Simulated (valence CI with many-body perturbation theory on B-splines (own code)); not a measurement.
E1 line list for Gd50+

Level of theory: relativistic CI+MBPT: four valence electrons over a frozen Dirac-Fock core [Ne], radial functions for each j: 11 s, 11 p, 9 d, 7 f, 5 g, 2 h, 1 i, with the one-electron correlation potential Σ1, the two-electron term Σ2, the three-electron term Σ3, Breit, model QED; selected CI, second order for the rest (own B-spline code, finite nucleus).

No measured spectrum was set against this ion. As an estimate, large intervals hold to a few tenths of a per cent, small ones and those within an open d or f shell to about a per cent.

Lines 201 to 242 of 242 in falling wavelength, among levels below 780.19 eV, chosen from the strongest by gf and those to the six lowest levels. Wavelengths and rates use the calculated energies. Electric multipoles are in the length gauge, E1 and E2 with the static RPA response of the core. Weak lines are less certain than strong ones. Lines between different terms over intervals too small for the method are left out, as are lines whose strength nearly cancels. The highest levels of a list are the least certain.

Levels are named by their leading jj configuration (3d3/2^4 stands for four electrons in 3d with j = 3/2), which in mixed levels can hold well under half, so a name can repeat and another be missing. Letters in brackets count levels of one name in rising energy.

```csv
λ vac (Å),Upper,Lower,A (s⁻¹),log gf,Branch %
31.49,(3s 3p1/2 3p3/2 3d5/2) J=1 [c],(3s^2 3p1/2 3d3/2) J=2,1.60e+09,-3.15,0.4
31.49,(3s 3p1/2 3p3/2 3d5/2) J=1 [a],(3s 3p1/2^2 3p3/2) J=1,6.10e+11,-0.57,75.0
31.38,(3s 3p1/2 3p3/2 3d5/2) J=3 [d],(3s^2 3p1/2 3d3/2) J=2,3.47e+08,-3.45,0.0
31.31,(3s 3p1/2 3p3/2 3d5/2) J=2 [c],(3s^2 3p1/2 3d3/2) J=2,1.41e+10,-1.98,2.3
31.24,(3s 3p1/2 3p3/2 3d5/2) J=2 [b],(3s 3p1/2^2 3p3/2) J=1,9.55e+10,-1.16,21.6
31.07,(3s 3p1/2 3p3/2 3d5/2) J=2 [a],(3s 3p1/2^2 3p3/2) J=2,4.64e+10,-1.47,19.0
30.85,(3s 3p1/2 3p3/2 3d5/2) J=2 [d],(3s^2 3p1/2 3d3/2) J=2,3.46e+11,-0.61,23.2
30.77,(3s 3p1/2 3p3/2 3d3/2) J=1 [d],(3s 3p1/2^2 3p3/2) J=2,4.71e+08,-3.70,0.0
30.70,(3s^2 3d3/2^2) J=2,(3s^2 3p1/2 3d3/2) J=2,5.57e+11,-0.41,28.5
30.68,(3s^2 3p3/2 3d5/2) J=2,(3s^2 3p1/2 3p3/2) J=2,4.17e+09,-2.53,5.8
30.38,(3s 3p1/2 3p3/2 3d5/2) J=3 [a],(3s 3p1/2^2 3p3/2) J=2,7.54e+10,-1.14,30.1
30.29,(3s 3p1/2 3p3/2 3d5/2) J=1 [b],(3s 3p1/2^2 3p3/2) J=1,2.74e+10,-1.95,7.7
30.22,(3s 3p1/2 3p3/2 3d3/2) J=2 [e],(3s 3p1/2^2 3p3/2) J=2,3.70e+10,-1.60,2.4
30.09,(3s^2 3p3/2 3d5/2) J=2,(3s^2 3p1/2 3p3/2) J=1,3.99e+08,-3.57,0.6
29.73,(3s 3p1/2 3p3/2 3d5/2) J=3 [b],(3s 3p1/2^2 3p3/2) J=2,5.94e+10,-1.26,15.8
29.67,(3s 3p1/2 3p3/2 3d5/2) J=1 [a],(3s 3p1/2^2 3p3/2) J=2,2.45e+09,-3.01,0.3
29.56,(3s 3p1/2 3p3/2 3d5/2) J=1 [c],(3s 3p1/2^2 3p3/2) J=1,4.21e+08,-3.78,0.1
29.46,(3s 3p1/2 3p3/2 3d5/2) J=2 [b],(3s 3p1/2^2 3p3/2) J=2,7.55e+10,-1.31,17.1
29.40,(3s 3p1/2 3p3/2 3d5/2) J=2 [c],(3s 3p1/2^2 3p3/2) J=1,9.14e+09,-2.23,1.5
29.28,(3s 3p1/2 3p3/2 3d5/2) J=0,(3s 3p1/2^2 3p3/2) J=1,3.05e+11,-1.41,45.4
29.04,(3s^2 3p3/2 3d5/2) J=3,(3s^2 3p1/2 3p3/2) J=2,6.35e+09,-2.25,1.6
29.00,(3s 3p1/2 3p3/2 3d5/2) J=2 [d],(3s 3p1/2^2 3p3/2) J=1,5.87e+09,-2.43,0.4
28.90,(3s 3p1/2 3p3/2 3d5/2) J=3 [c],(3s 3p1/2^2 3p3/2) J=2,2.96e+10,-1.59,4.6
28.87,(3s^2 3d3/2^2) J=2,(3s 3p1/2^2 3p3/2) J=1,1.18e+10,-2.13,0.6
28.61,(3s 3p1/2 3p3/2 3d5/2) J=1 [b],(3s 3p1/2^2 3p3/2) J=2,1.94e+10,-2.15,5.4
28.55,(3s^2 3p3/2 3d5/2) J=1,(3s^2 3p1/2 3p3/2) J=2,1.83e+10,-2.17,6.8
28.04,(3s^2 3p3/2 3d5/2) J=1,(3s^2 3p1/2 3p3/2) J=1,3.50e+09,-2.91,1.3
27.96,(3s 3p1/2 3p3/2 3d5/2) J=1 [c],(3s 3p1/2^2 3p3/2) J=2,3.53e+09,-2.91,0.8
27.88,(3s 3p1/2 3p3/2 3d5/2) J=3 [d],(3s 3p1/2^2 3p3/2) J=2,9.68e+09,-2.10,1.3
27.82,(3s 3p1/2 3p3/2 3d5/2) J=2 [c],(3s 3p1/2^2 3p3/2) J=2,4.09e+09,-2.63,0.7
27.66,(3s^2 3d3/2^2) J=0,(3s 3p1/2^2 3p3/2) J=1,1.95e+09,-3.65,0.1
27.46,(3s 3p1/2 3p3/2 3d5/2) J=2 [d],(3s 3p1/2^2 3p3/2) J=2,1.84e+10,-1.98,1.2
27.34,(3s^2 3d3/2^2) J=2,(3s 3p1/2^2 3p3/2) J=2,2.48e+10,-1.86,1.3
24.70,(3s 3p3/2^3) J=2,(3s^2 3p1/2 3p3/2) J=2,3.88e+09,-2.75,0.5
24.46,(3s 3p1/2 3p3/2^2) J=1 [a],(3s^2 3p1/2^2) J=0,1.87e+09,-3.30,0.5
24.32,(3s 3p3/2^3) J=2,(3s^2 3p1/2 3p3/2) J=1,5.12e+08,-3.64,0.1
23.97,(3s 3p1/2 3p3/2^2) J=1 [b],(3s^2 3p1/2^2) J=0,3.02e+09,-3.11,0.3
23.46,(3s 3p3/2^3) J=1,(3s^2 3p1/2 3p3/2) J=2,5.81e+08,-3.84,0.0
23.11,(3s 3p3/2^3) J=1,(3s^2 3p1/2 3p3/2) J=1,2.16e+09,-3.28,0.1
22.19,(3s^2 3p3/2 3d3/2) J=1,(3s^2 3p1/2^2) J=0,4.23e+08,-4.03,0.0
20.22,(3s^2 3p3/2 3d5/2) J=1,(3s^2 3p1/2^2) J=0,2.01e+09,-3.43,0.7
17.53,(3s 3p3/2^3) J=1,(3s^2 3p1/2^2) J=0,2.66e+07,-5.43,0.0
```
